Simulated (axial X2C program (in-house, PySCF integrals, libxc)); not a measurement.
**Potential curves of PbN⁻, 2c**

Calculated with an in-house all-electron X2C program for linear molecules (integrals from PySCF). Two-component (2c) means X2C with spin–orbit coupling and atomic mean-field two-electron Coulomb and Gaunt terms. Basis: Pb dyall-acv3z [13s15p11d8f1g], N dyall-av3z [7s7p3d2f] (cores contracted in-house); Gaussian nuclei, density fitting, unrestricted open shells. Masses: Pb 207.977 u, N 14.003 u.

State: Ω = 0 (closed shell). Energies in eV from the lowest point of each curve. Fits are polynomials in 1 − R0/R over 0.85 to 1.23 times the lowest point R0.

```tsv
R (Å)	BLYP
1.6991	1.6110
1.7772	0.7683
1.8358	0.3762
1.8944	0.1393
1.9530	0.0222
2.0214	0.0000
2.0897	0.0684
2.1776	0.2478
2.2850	0.5532
```

Occupations by symmetry block were frozen at the best pattern of an incomplete PBE0 search. Closed shells are restricted here (equal orbitals for both partners); the stretched side of such a curve lies too high. The highest occupied level of some functionals is positive through self-interaction error; at Hartree–Fock it is bound.

(1) Fit the BLYP curve near its minimum: give the equilibrium distance and the harmonic wavenumber.

Answers

(1) At BLYP, 2c: Re = 2.001 Å, ωe ≈ 663 cm⁻¹; Be follows as 0.321 cm⁻¹.
